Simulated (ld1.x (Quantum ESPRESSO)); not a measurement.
# Pseudopotential generation for La: RRKJ, PW91, fully relativistic.

The input file (ld1.x (Quantum ESPRESSO) 7.5):

```
&input
   title='La', zed=57., rel=2, dft='PW91', iswitch=3,
   config='[Xe] 4f0 5d1 6s2 6p0', rel_dist='average',
   nld=7, rlderiv=3.30, eminld=-5.0, emaxld=5.0, deld=0.02
 /
 &inputp
   pseudotype=2, tm=.false., rho0=0.02, lloc=-1, rcloc=1.60,
   nlcc=.false.,
   file_pseudopw='La.UPF', file_wfcaegen='ae.wfc', file_wfcncgen='nc.wfc', file_beta='beta', file_chi='chi'
 /
4
5S  1  0   2.00   0.00  1.65  1.65  0.0
5P  2  1   6.00   0.00  3.00  3.00  0.0
5D  3  2   1.00   0.00  3.05  3.05  0.0
4F  4  3   0.00   0.00  1.40  1.40  0.0
 &test
   configts(1)='4f0 5s2 5p6 5d1 6s2 6p0'
 /
```

Command:

```bash
ld1.x < La.in > La.out
```

Resulting log (shortened: banner, matrices, multipoles, cross overlaps and the repeated all-electron block are left out):

```
Program LD1 v.7.5
     --------------------------- All-electron run ----------------------------

     La
     dirac relativistic calculation

     atomic number is 57.00
     dft =PW91   lsd =0 sic =0 latt =0  beta=0.20 tr2=1.0E-14
     Exchange-correlation= PW91
                           (   1   4   2   2   0   0   0)
     mesh =1253 r(mesh) = 100.17801 a.u. xmin = -7.00 dx = 0.01250
     1 Ry =  13.60569312 eV, c = 137.03599908

     n l j   nl                  e(Ry)          e(Ha)          e(eV)
     Spin orbit split results
     1 0 0.5 1S 1( 2.00)     -2846.1564     -1423.0782    -38723.9306
     2 0 0.5 2S 1( 2.00)      -452.9020      -226.4510     -6162.0457
     2 1 0.5 2P 1( 2.00)      -427.1472      -213.5736     -5811.6336
     2 1 1.5 2P 1( 4.00)      -396.7713      -198.3856     -5398.3484
     3 0 0.5 3S 1( 2.00)       -96.8696       -48.4348     -1317.9777
     3 1 0.5 3P 1( 2.00)       -86.0115       -43.0057     -1170.2455
     3 1 1.5 3P 1( 4.00)       -80.0919       -40.0459     -1089.7054
     4 0 0.5 4S 1( 2.00)       -19.5613        -9.7806      -266.1444
     4 1 0.5 4P 1( 2.00)       -15.5664        -7.7832      -211.7916
     4 1 1.5 4P 1( 4.00)       -14.3058        -7.1529      -194.6406
     3 2 1.5 3D 1( 4.00)       -61.0687       -30.5344      -830.8824
     3 2 2.5 3D 1( 6.00)       -59.8023       -29.9012      -813.6519
     5 0 0.5 5S 1( 2.00)        -2.8613        -1.4307       -38.9303
     5 1 0.5 5P 1( 2.00)        -1.7769        -0.8884       -24.1758
     5 1 1.5 5P 1( 4.00)        -1.5918        -0.7959       -21.6577
     4 2 1.5 4D 1( 4.00)        -7.7571        -3.8785      -105.5405
     4 2 2.5 4D 1( 6.00)        -7.5383        -3.7692      -102.5638
     4 3 2.5 4F 1( 0.00)        -0.3357        -0.1678        -4.5672
     4 3 3.5 4F 1( 0.00)        -0.3154        -0.1577        -4.2910
     5 2 1.5 5D 1( 0.40)        -0.2379        -0.1189        -3.2365
     5 2 2.5 5D 1( 0.60)        -0.2241        -0.1120        -3.0484
     6 0 0.5 6S 1( 2.00)        -0.2732        -0.1366        -3.7169
     6 1 0.5 6P 1( 0.00)        -0.1104        -0.0552        -1.5025
     6 1 1.5 6P 1( 0.00)        -0.0979        -0.0489        -1.3318
     Averaged results
     1 0     1S 1( 2.00)     -2846.1564     -1423.0782    -38723.9306
     2 0     2S 1( 2.00)      -452.9020      -226.4510     -6162.0457
     2 1     2P 1( 6.00)      -406.8966      -203.4483     -5536.1101
     3 0     3S 1( 2.00)       -96.8696       -48.4348     -1317.9777
     3 1     3P 1( 6.00)       -82.0651       -41.0325     -1116.5521
     4 0     4S 1( 2.00)       -19.5613        -9.7806      -266.1444
     4 1     4P 1( 6.00)       -14.7260        -7.3630      -200.3576
     3 2     3D 1(10.00)       -60.3089       -30.1544      -820.5441
     5 0     5S 1( 2.00)        -2.8613        -1.4307       -38.9303
     5 1     5P 1( 6.00)        -1.6535        -0.8268       -22.4971
     4 2     4D 1(10.00)        -7.6258        -3.8129      -103.7545
     4 3     4F 1( 0.00)        -0.3241        -0.1620        -4.4094
     5 2     5D 1( 1.00)        -0.2296        -0.1148        -3.1236
     6 0     6S 1( 2.00)        -0.2732        -0.1366        -3.7169
     6 1     6P 1( 0.00)        -0.1021        -0.0510        -1.3887

     final scf error:  1.6E-15 reached in  29 iterations

     Etot =  -16997.222778 Ry,   -8498.611389 Ha, -231258.997067 eV

     Ekin =   18191.122881 Ry,    9095.561440 Ha,  247502.835476 eV
     Encl =  -41351.648077 Ry,  -20675.824039 Ha, -562617.833867 eV
     Eh   =    6573.307310 Ry,    3286.653655 Ha,   89434.402063 eV
     Exc  =    -410.004892 Ry,    -205.002446 Ha,   -5578.400739 eV

     normalization and overlap integrals

     s(1S/1S) =  1.000000  <r> =   0.0251  <r2> =    0.0009  r(max) =   0.0161
     s(2S/2S) =  1.000000  <r> =   0.1070  <r2> =    0.0136  r(max) =   0.0914
     s(2P/2P) =  1.000000  <r> =   0.0899  <r2> =    0.0100  r(max) =   0.0694
     s(2P/2P) =  1.000000  <r> =   0.0960  <r2> =    0.0112  r(max) =   0.0748
     s(3S/3S) =  1.000000  <r> =   0.2848  <r2> =    0.0928  r(max) =   0.2610
     s(3P/3P) =  1.000000  <r> =   0.2747  <r2> =    0.0877  r(max) =   0.2483
     s(3P/3P) =  1.000000  <r> =   0.2867  <r2> =    0.0953  r(max) =   0.2578
     s(4S/4S) =  1.000000  <r> =   0.6541  <r2> =    0.4829  r(max) =   0.6108
     s(4P/4P) =  1.000000  <r> =   0.6746  <r2> =    0.5176  r(max) =   0.6184
     s(4P/4P) =  1.000000  <r> =   0.7016  <r2> =    0.5596  r(max) =   0.6421
     s(3D/3D) =  1.000000  <r> =   0.2577  <r2> =    0.0785  r(max) =   0.2085
     s(3D/3D) =  1.000000  <r> =   0.2615  <r2> =    0.0806  r(max) =   0.2111
     s(5S/5S) =  1.000000  <r> =   1.5568  <r2> =    2.7224  r(max) =   1.4112
     s(5P/5P) =  1.000000  <r> =   1.7492  <r2> =    3.4659  r(max) =   1.5403
     s(5P/5P) =  1.000000  <r> =   1.8300  <r2> =    3.7962  r(max) =   1.5991
     s(4D/4D) =  1.000000  <r> =   0.7621  <r2> =    0.6737  r(max) =   0.6666
     s(4D/4D) =  1.000000  <r> =   0.7717  <r2> =    0.6907  r(max) =   0.6750
     s(4F/4F) =  1.000000  <r> =   1.1724  <r2> =    1.8456  r(max) =   0.7460
     s(4F/4F) =  1.000000  <r> =   1.1859  <r2> =    1.8943  r(max) =   0.7460
     s(5D/5D) =  1.000000  <r> =   2.9613  <r2> =   10.5712  r(max) =   2.1857
     s(5D/5D) =  1.000000  <r> =   3.0293  <r2> =   11.0792  r(max) =   2.2411
     s(6S/6S) =  1.000000  <r> =   4.4140  <r2> =   22.0656  r(max) =   3.7884
     s(6P/6P) =  1.000000  <r> =   5.8250  <r2> =   38.8874  r(max) =   4.8040
     s(6P/6P) =  1.000000  <r> =   6.1164  <r2> =   42.8303  r(max) =   4.9876

     ------------------------ End of All-electron run ------------------------

     --------------------- Generating NC pseudopotential ---------------------

      Generating local potential from pseudized AE potential:
      Matching radius rcloc =   1.6000

      Local pseudo, rcloc= 1.619 Estimated cut-off energy=     9.42 Ry

     Fully relativistic calculation: |psi|^2

     Wfc 5S LC norm =  0.99980015 SC norm =  0.00019980 missing  0.00000005

     Wfc 5P LC norm =  0.99984089 SC norm =  0.00015903 missing  0.00000007

     Wfc 5P LC norm =  0.99985367 SC norm =  0.00014603 missing  0.00000031

     Wfc 5D LC norm =  0.99994071 SC norm =  0.00005925 missing  0.00000004

     Wfc 5D LC norm =  0.99994322 SC norm =  0.00005348 missing  0.00000330

     Wfc 4F LC norm =  0.99969264 SC norm =  0.00030736 missing  0.00000000

     Wfc 4F LC norm =  0.99969725 SC norm =  0.00030248 missing  0.00000028

      Wfc   5S  rcut= 1.660  Estimated cut-off energy=       17.50 Ry
      Using 4 Bessel functions for this wfc, rho(0) = 0.020
      This function has    0 nodes for 0 < r <    1.660

      Wfc   5P  rcut= 3.025  Estimated cut-off energy=       20.37 Ry
      This function has    0 nodes for 0 < r <    3.025

      Wfc   5P  rcut= 3.025  Estimated cut-off energy=       20.27 Ry
      This function has    0 nodes for 0 < r <    3.025

      Wfc   5D  rcut= 3.025  Estimated cut-off energy=       25.47 Ry
      This function has    0 nodes for 0 < r <    3.025

      Wfc   5D  rcut= 3.025  Estimated cut-off energy=       25.44 Ry
      This function has    0 nodes for 0 < r <    3.025

      Wfc   4F  rcut= 1.394  Estimated cut-off energy=      152.12 Ry
      This function has    0 nodes for 0 < r <    1.394

      Wfc   4F  rcut= 1.394  Estimated cut-off energy=      152.08 Ry
      This function has    0 nodes for 0 < r <    1.394

       Warning: n=2, l=0 expected 1 nodes, found 2
       Setting wfc to zero for this iteration
       (This warning will only be printed once per wavefunction)

     ------------------- End of pseudopotential generation -------------------

     Computing logarithmic derivative in   3.28123
     Message from routine compute phi:
     negative determinant

      ld=  -0.171837 f2ae  0.081213 faenor  0.576940
     Message from routine run_pseudo:
     Warning: convergence not achieved
     Computing logarithmic derivative in   3.28123
     Computing the partial wave expansion
     R is outside the sphere for l=    0 j= 0.50
     R is outside the sphere for l=    1 j= 0.50
     R is outside the sphere for l=    1 j= 1.50
     R is outside the sphere for l=    2 j= 1.50
     R is outside the sphere for l=    2 j= 2.50
     R is outside the sphere for l=    3 j= 2.50
     R is outside the sphere for l=    3 j= 3.50

     ---------------------- Testing the pseudopotential ----------------------

     La
     dirac relativistic calculation

     atomic number is 57.00   valence charge is 11.00
     dft =PW91   lsd =0 sic =0 latt =0  beta=0.20 tr2=1.0E-14
     mesh =1253 r(mesh) = 100.17801 xmin = -7.00 dx = 0.01250

     n l  j  nl             e AE (Ry)       e PS (Ry)    De AE-PS (Ry)
     4 3 2.5 4F   1( 0.00)       -0.33568       -0.33567       -0.00001
     4 3 3.5 4F   1( 0.00)       -0.31538       -0.31539        0.00001
     1 0 0.5 5S   1( 2.00)       -2.86133       -2.86133        0.00001
     2 1 0.5 5P   1( 2.00)       -1.77689       -1.77689       -0.00000
     2 1 1.5 5P   1( 4.00)       -1.59181       -1.59181       -0.00000
     3 2 1.5 5D   1( 0.40)       -0.23788       -0.23788       -0.00000
     3 2 2.5 5D   1( 0.60)       -0.22405       -0.22405        0.00000
     2 0 0.5 6S   1( 2.00)       -0.27319       -0.27319        0.00000
     3 1 0.5 6P   1( 0.00)       -0.11043       -0.11789        0.00746  !
     3 1 1.5 6P   1( 0.00)       -0.09789       -0.10477        0.00688  !

     eps = 2.2E-10  iter =201

     Etot =  -16997.222778 Ry,   -8498.611389 Ha, -231258.997067 eV
     Etotps =   -53.705486 Ry,     -26.852743 Ha,    -730.700360 eV

     Ekin =      14.233324 Ry,       7.116662 Ha,     193.654235 eV
     Encl =    -113.496721 Ry,     -56.748361 Ha,   -1544.201561 eV
     Ehrt =      39.491664 Ry,      19.745832 Ha,     537.311468 eV
     Ecxc =      -7.473427 Ry,      -3.736713 Ha,    -101.681151 eV
     Epseu=      13.539674 Ry,       6.769837 Ha,     184.216649 eV

     ---------------------- End of pseudopotential test ----------------------
```

Generation and configuration tests took about 7.5 s on one core of a shared server CPU.

Transferability test of the new file with ld1.x, input:

```
&input
   title='La', zed=57., rel=2, dft='PW91', iswitch=2,
   config='[Xe] 4f0 5d1 6s2 6p0', rel_dist='average'
 /
 &test
   file_pseudo='La.UPF', nconf=8,
   configts(1)='4f0 5s2 5p6 5d1 6s2 6p0',
   configts(2)='4f0 5s2 5p6 5d1 6s1 6p0',
   configts(3)='4f0 5s2 5p6 5d1 6s0 6p0',
   configts(4)='4f0 5s2 5p6 5d0 6s0 6p0',
   configts(5)='4f0 5s2 5p6 5d0 6s2 6p1',
   configts(6)='4f0 5s1 5p6 5d1 6s2 6p0',
   configts(7)='4f1 5s2 5p6 5d1 6s0 6p0',
   configts(8)='4f0 5s2 5p6 5d1 6s1.5 6p0'
 /
```

```bash
ld1.x < La.test.in > La.test.out
```

Pseudopotential blocks of its output, shortened (energy terms left out; the distinct warnings before each block abridged to one line each):

```
     BEWARE! Errors in PS-KS equations
     Warning: n=1, l=0 expected 0 nodes, found 1
     Warning: n=2, l=0 expected 1 nodes, found 2
     Warning: n=2, l=1 expected 0 nodes, found 1
     ---------------------- Testing the pseudopotential ----------------------

     n l  j  nl             e AE (Ry)       e PS (Ry)    De AE-PS (Ry)
     4 3 2.5 4F   1( 0.00)       -0.33568       -0.33568        0.00000
     4 3 3.5 4F   1( 0.00)       -0.31538       -0.31538        0.00000
     1 0 0.5 5S   1( 2.00)       -2.86133       -3.98576        1.12444  !
     2 1 0.5 5P   1( 2.00)       -1.77689       -0.12828       -1.64861  !
     2 1 1.5 5P   1( 4.00)       -1.59181       -0.07748       -1.51433  !
     3 2 1.5 5D   1( 0.40)       -0.23788       -0.00058       -0.23730  !
     3 2 2.5 5D   1( 0.60)       -0.22405       -0.00181       -0.22224  !
     2 0 0.5 6S   1( 2.00)       -0.27319       -0.04864       -0.22455  !
     3 1 0.5 6P   1( 0.00)       -0.11043       -0.11043        0.00000
     3 1 1.5 6P   1( 0.00)       -0.09789       -0.09789        0.00000

     eps = 1.9E-15  iter = 25

     Etot =  -16997.222778 Ry,   -8498.611389 Ha, -231258.997066 eV
     Etotps =    -8.636594 Ry,      -4.318297 Ha,    -117.506844 eV

     ---------------------- End of pseudopotential test ----------------------

          BEWARE! Errors in PS-KS equations
     ---------------------- Testing the pseudopotential ----------------------

     n l  j  nl             e AE (Ry)       e PS (Ry)    De AE-PS (Ry)
     4 3 2.5 4F   1( 0.00)       -0.76452       -0.76452        0.00000
     4 3 3.5 4F   1( 0.00)       -0.74410       -0.74410        0.00000
     1 0 0.5 5S   1( 2.00)       -3.28992       -3.28992        0.00000
     2 1 0.5 5P   1( 2.00)       -2.20450       -1.49367       -0.71084  !
     2 1 1.5 5P   1( 4.00)       -2.01883       -1.30632       -0.71251  !
     3 2 1.5 5D   1( 0.40)       -0.63762       -0.04837       -0.58926  !
     3 2 2.5 5D   1( 0.60)       -0.62184       -0.04375       -0.57809  !
     2 0 0.5 6S   1( 1.00)       -0.61583       -0.61583        0.00000
     3 1 0.5 6P   1( 0.00)       -0.41312       -0.41312        0.00000
     3 1 1.5 6P   1( 0.00)       -0.39302       -0.39302        0.00000

     eps = 9.0E-15  iter = 26

     Etot =  -16996.781263 Ry,   -8498.390632 Ha, -231252.989948 eV
     Etotps =   -15.453893 Ry,      -7.726947 Ha,    -210.260930 eV
     dEtot_ae =       0.441515 Ry
     dEtot_ps =      -6.817300 Ry,   Delta E=       7.258815 Ry

     ---------------------- End of pseudopotential test ----------------------

          BEWARE! Errors in PS-KS equations
     ---------------------- Testing the pseudopotential ----------------------

     n l  j  nl             e AE (Ry)       e PS (Ry)    De AE-PS (Ry)
     4 3 2.5 4F   1( 0.00)       -1.26567       -1.26567        0.00000
     4 3 3.5 4F   1( 0.00)       -1.24504       -1.24504        0.00000
     1 0 0.5 5S   1( 2.00)       -3.78943       -3.78943        0.00000
     2 1 0.5 5P   1( 2.00)       -2.70039       -2.13508       -0.56531  !
     2 1 1.5 5P   1( 4.00)       -2.51290       -1.94254       -0.57035  !
     3 2 1.5 5D   1( 0.40)       -1.09405       -0.42668       -0.66737  !
     3 2 2.5 5D   1( 0.60)       -1.07616       -0.41970       -0.65646  !
     2 0 0.5 6S   1( 0.00)       -1.00112       -1.00112        0.00000
     3 1 0.5 6P   1( 0.00)       -0.76261       -0.76261        0.00000
     3 1 1.5 6P   1( 0.00)       -0.73492       -0.73492        0.00000

     eps = 2.0E-27  iter =  6

     Etot =  -16995.979162 Ry,   -8497.989581 Ha, -231242.076796 eV
     Etotps =   -20.041700 Ry,     -10.020850 Ha,    -272.681220 eV
     dEtot_ae =       1.243617 Ry
     dEtot_ps =     -11.405106 Ry,   Delta E=      12.648723 Ry

     ---------------------- End of pseudopotential test ----------------------

          BEWARE! Errors in PS-KS equations
     ---------------------- Testing the pseudopotential ----------------------

     n l  j  nl             e AE (Ry)       e PS (Ry)    De AE-PS (Ry)
     4 3 2.5 4F   1( 0.00)       -2.02561       -2.02561        0.00000
     4 3 3.5 4F   1( 0.00)       -2.00437       -2.00437        0.00000
     1 0 0.5 5S   1( 2.00)       -4.53433       -4.53433        0.00000
     2 1 0.5 5P   1( 2.00)       -3.42744       -2.83648       -0.59096  !
     2 1 1.5 5P   1( 4.00)       -3.23218       -2.63768       -0.59449  !
     3 2 1.5 5D   1( 0.00)       -1.73444       -1.73444        0.00000
     3 2 2.5 5D   1( 0.00)       -1.71281       -1.71281        0.00000
     2 0 0.5 6S   1( 0.00)       -1.50722       -1.50722        0.00000
     3 1 0.5 6P   1( 0.00)       -1.20665       -1.20665        0.00000
     3 1 1.5 6P   1( 0.00)       -1.16474       -1.16474        0.00000

     eps = 6.4E-27  iter =  6

     Etot =  -16994.582142 Ry,   -8497.291071 Ha, -231223.069376 eV
     Etotps =   -25.292358 Ry,     -12.646179 Ha,    -344.120058 eV
     dEtot_ae =       2.640637 Ry
     dEtot_ps =     -16.655764 Ry,   Delta E=      19.296401 Ry

     ---------------------- End of pseudopotential test ----------------------

          BEWARE! Errors in PS-KS equations
     ---------------------- Testing the pseudopotential ----------------------

     n l  j  nl             e AE (Ry)       e PS (Ry)    De AE-PS (Ry)
     4 3 2.5 4F   1( 0.00)       -0.55745       -0.55745        0.00000
     4 3 3.5 4F   1( 0.00)       -0.53675       -0.53675        0.00000
     1 0 0.5 5S   1( 2.00)       -3.07890       -3.07890        0.00000
     2 1 0.5 5P   1( 2.00)       -1.98391       -1.29564       -0.68828  !
     2 1 1.5 5P   1( 4.00)       -1.79417       -1.05460       -0.73958  !
     3 2 1.5 5D   1( 0.00)       -0.38439       -0.38439        0.00000
     3 2 2.5 5D   1( 0.00)       -0.36786       -0.36786        0.00000
     2 0 0.5 6S   1( 2.00)       -0.36081       -0.36081        0.00000
     3 1 0.5 6P   1( 0.33)       -0.17266       -0.00182       -0.17085  !
     3 1 1.5 6P   1( 0.67)       -0.15580       -0.00164       -0.15416  !

     eps = 4.6E-17  iter = 24

     Etot =  -16997.053173 Ry,   -8498.526587 Ha, -231256.689470 eV
     Etotps =   -13.690776 Ry,      -6.845388 Ha,    -186.272503 eV
     dEtot_ae =       0.169605 Ry
     dEtot_ps =      -5.054183 Ry,   Delta E=       5.223788 Ry

     ---------------------- End of pseudopotential test ----------------------

          BEWARE! Errors in PS-KS equations
     ---------------------- Testing the pseudopotential ----------------------

     n l  j  nl             e AE (Ry)       e PS (Ry)    De AE-PS (Ry)
     4 3 2.5 4F   1( 0.00)       -1.17433       -1.17433        0.00000
     4 3 3.5 4F   1( 0.00)       -1.15246       -1.15246        0.00000
     1 0 0.5 5S   1( 1.00)       -3.63302       -3.63302        0.00000
     2 1 0.5 5P   1( 2.00)       -2.51549       -2.57796        0.06248  !
     2 1 1.5 5P   1( 4.00)       -2.31663       -1.33093       -0.98570  !
     3 2 1.5 5D   1( 0.40)       -0.83365       -0.29851       -0.53515  !
     3 2 2.5 5D   1( 0.60)       -0.81374       -0.27952       -0.53422  !
     2 0 0.5 6S   1( 2.00)       -0.71616       -0.71616        0.00000
     3 1 0.5 6P   1( 0.00)       -0.48290       -0.48290        0.00000
     3 1 1.5 6P   1( 0.00)       -0.45734       -0.45734        0.00000

     eps = 6.8E-16  iter = 21

     Etot =  -16993.985593 Ry,   -8496.992796 Ha, -231214.952910 eV
     Etotps =   -15.832116 Ry,      -7.916058 Ha,    -215.406912 eV
     dEtot_ae =       3.237186 Ry
     dEtot_ps =      -7.195522 Ry,   Delta E=      10.432708 Ry

     ---------------------- End of pseudopotential test ----------------------

          BEWARE! Errors in PS-KS equations
     ---------------------- Testing the pseudopotential ----------------------

     n l  j  nl             e AE (Ry)       e PS (Ry)    De AE-PS (Ry)
     4 3 2.5 4F   1( 0.43)       -0.28135       -0.00760       -0.27375  !
     4 3 3.5 4F   1( 0.57)       -0.26526       -0.00716       -0.25810  !
     1 0 0.5 5S   1( 2.00)       -2.92276       -2.92276        0.00000
     2 1 0.5 5P   1( 2.00)       -1.88207       -1.10884       -0.77323  !
     2 1 1.5 5P   1( 4.00)       -1.71330       -0.92516       -0.78813  !
     3 2 1.5 5D   1( 0.40)       -0.45960       -0.01241       -0.44719  !
     3 2 2.5 5D   1( 0.60)       -0.44818       -0.01210       -0.43608  !
     2 0 0.5 6S   1( 0.00)       -0.51543       -0.51543        0.00000
     3 1 0.5 6P   1( 0.00)       -0.34366       -0.34366        0.00000
     3 1 1.5 6P   1( 0.00)       -0.32856       -0.32856        0.00000

     eps = 8.1E-15  iter = 28

     Etot =  -16996.711678 Ry,   -8498.355839 Ha, -231252.043193 eV
     Etotps =   -11.783434 Ry,      -5.891717 Ha,    -160.321789 eV
     dEtot_ae =       0.511100 Ry
     dEtot_ps =      -3.146840 Ry,   Delta E=       3.657941 Ry

     ---------------------- End of pseudopotential test ----------------------

          BEWARE! Errors in PS-KS equations
     ---------------------- Testing the pseudopotential ----------------------

     n l  j  nl             e AE (Ry)       e PS (Ry)    De AE-PS (Ry)
     4 3 2.5 4F   1( 0.00)       -0.54034       -0.54034        0.00000
     4 3 3.5 4F   1( 0.00)       -0.51999       -0.51999        0.00000
     1 0 0.5 5S   1( 2.00)       -3.06598       -3.97295        0.90697  !
     2 1 0.5 5P   1( 2.00)       -1.98127       -1.24761       -0.73366  !
     2 1 1.5 5P   1( 4.00)       -1.79601       -1.04133       -0.75468  !
     3 2 1.5 5D   1( 0.40)       -0.43008       -0.01161       -0.41847  !
     3 2 2.5 5D   1( 0.60)       -0.41532       -0.01121       -0.40411  !
     2 0 0.5 6S   1( 1.50)       -0.44004       -0.44004        0.00000
     3 1 0.5 6P   1( 0.00)       -0.25675       -0.25675        0.00000
     3 1 1.5 6P   1( 0.00)       -0.24033       -0.24033        0.00000

     eps = 3.8E-16  iter = 25

     Etot =  -16997.044916 Ry,   -8498.522458 Ha, -231256.577119 eV
     Etotps =   -15.277866 Ry,      -7.638933 Ha,    -207.865956 eV
     dEtot_ae =       0.177863 Ry
     dEtot_ps =      -6.641272 Ry,   Delta E=       6.819135 Ry

     ---------------------- End of pseudopotential test ----------------------
```
